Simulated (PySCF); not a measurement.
Compound: C4H5F4S (doublet state).
Z-matrix (Å and degrees, GFN2-xTB geometry), rows numbered from 1:
```
F 
C   1  1.3661
C   2  1.5310  1  110.09
S   3  1.8070  2  109.21  1   157.22
C   3  1.5304  2  114.17  1   -80.79
C   5  1.5232  3  113.49  2    61.83
F   6  1.3363  5  112.84  3    45.65
F   6  1.3362  5  112.92  3   -76.69
F   6  1.3446  5  110.34  3   164.69
H   2  1.0950  1  106.73  3   120.01
H   2  1.0950  1  107.45  3  -121.82
H   3  1.0961  2  108.04  1    41.66
H   5  1.0927  3  110.56  2   -59.11
H   5  1.0927  3  109.42  2  -178.59
```

Identity: `FC[C@@H]([S])CC(F)(F)F` [radical].

Level of theory: UKS B3LYP, pcH-1 on C F H S, non-relativistic, mean-field spin-orbit, GIAO (PySCF 2.14.0). One conformer (not necessarily the lowest) at the GFN2-xTB geometry, without solvent, vibrations or thermal averaging. The geometry wasn't refined by DFT: couplings that depend on bond lengths, twists or pyramidal angles can differ widely from those at the functional's own minimum, by a factor of two or more for some ions and for spin on atoms past the first row.

Output of the driver script. The program numbers atoms from 0.

```
UKS, coarse grid
  cycle   1  E = -952.82943212  |g| = 7.33e-01
  cycle   2  E = -952.61707451  |g| = 1.15e+00
  cycle   3  E = -952.99602826  |g| = 5.50e-02
  cycle   4  E = -952.99664763  |g| = 3.89e-02
  cycle   5  E = -952.99733247  |g| = 7.35e-03
  cycle   6  E = -952.99735655  |g| = 3.42e-03
  cycle   7  E = -952.99736214  |g| = 7.56e-04
UKS, final grid
  cycle   1  E = -952.99739560  |g| = 8.77e-04
  cycle   2  E = -952.99739711  |g| = 1.17e-03
  cycle   3  E = -952.99739828  |g| = 3.89e-04
  cycle   4  E = -952.99739940  |g| = 3.73e-04
  cycle   5  E = -952.99740423  |g| = 3.37e-04
  cycle   6  E = -952.99741376  |g| = 2.87e-04
  cycle   7  E = -952.99742280  |g| = 2.52e-04
  cycle   8  E = -952.99742352  |g| = 1.89e-04
  cycle   9  E = -952.99742668  |g| = 9.32e-05
  cycle  10  E = -952.99742726  |g| = 1.33e-04
  cycle  11  E = -952.99742727  |g| = 3.51e-05
  cycle  12  E = -952.99742728  |g| = 1.46e-05
  cycle  13  E = -952.99742729  |g| = 7.43e-06
E = -952.99742729 Eh   <S^2> = 0.7527 (exact 0.7500)
g shifts (ppm)      1          2          3
  rmc          -222       -222       -222
  gc            -11         52         39
  oz_so          36      18092     568197
  total        -185      17923     568031
hyperfine (MHz)  atom isotope    a_iso     a_fc   dipolar eigenvalues
    0   19F      -4.47      -4.47     -2.50     -0.47      2.97
    1   13C       0.32       0.32     -1.02     -0.58      1.61
    2   13C     -15.01     -15.01     -2.94     -1.62      4.56
    3   33S      15.05      15.05    -89.16    -87.97    177.12
    4   13C      23.56      23.56     -2.46     -2.15      4.61
    5   13C       4.29       4.29     -0.66     -0.54      1.19
    6   19F       5.18       5.18     -3.41     -3.15      6.56
    7   19F      -0.18      -0.18     -0.91     -0.67      1.58
    8   19F       4.51       4.51     -3.62     -3.50      7.12
    9    1H      -1.00      -1.00     -3.16     -2.51      5.66
   10    1H      -0.89      -0.89     -2.34     -2.03      4.36
   11    1H      95.04      95.04     -5.97     -1.53      7.50
   12    1H      -1.84      -1.84     -4.03     -1.98      6.02
   13    1H      -0.34      -0.34     -3.01     -2.41      5.42
```

Find the weak point of this converged calculation.

The largest g shift is +0.568, past the limit of 0.03 at which the run flags a species of elements up to argon. The orbital-Zeeman/spin–orbit term is second order, a sum of spin–orbit matrix elements over excitation energies, so it grows and becomes less reliable as an excited state comes close; a shift this large should be checked with a method that treats spin–orbit coupling variationally or among several states. The contact and dipolar couplings don't rest on that expansion, but they belong to the state that the SCF found, and a close-lying state with the spin in another orbital would have other couplings; no stability test was run. The run left out the spin–orbit part of the hyperfine coupling.

Where is the spin in this solution (atoms counted from 1)?

The largest Mulliken spin population is on S4 (+0.98). ⟨S²⟩ = 0.7527 against the exact 0.7500, so spin contamination is small. 

Average a_iso over equivalent nuclei, turn it into first-order splittings with g = 2.0023, and give the multiplets for abundant isotopes (0.05 mT or more).

```json
{"nuclei (from 1)": "H12", "isotope": "1H", "I": "1/2", "position": "2 bonds from S4", "a_iso (MHz)": "95.0", "|a| (mT)": "3.39", "splits into": "1:1 doublet"}
{"nuclei (from 1)": "F1", "isotope": "19F", "I": "1/2", "position": "3 bonds from S4", "a_iso (MHz)": "-4.5", "|a| (mT)": "0.16", "splits into": "1:1 doublet"}
{"nuclei (from 1)": "F7/F8/F9", "isotope": "19F", "I": "1/2", "position": "4 bonds from S4", "a_iso (MHz)": "3.2", "|a| (mT)": "0.11", "splits into": "1:3:3:1 quartet"}
{"nuclei (from 1)": "H13", "isotope": "1H", "I": "1/2", "position": "3 bonds from S4", "a_iso (MHz)": "-1.8", "|a| (mT)": "0.07", "splits into": "1:1 doublet"}
```

Class means assume fast exchange of nuclei equivalent by connectivity; if that motion is slow, each nucleus keeps its own coupling. The three 19F nuclei of mean +3.2 MHz run from -0.2 to 5.2 MHz in the frozen geometry.

Time: 1.8 min of wall time (with the writing of density and orbital grids); peak memory 1.1 GiB. Hardware: an Arm Neoverse V2 with one thread, no GPU, on a shared host.
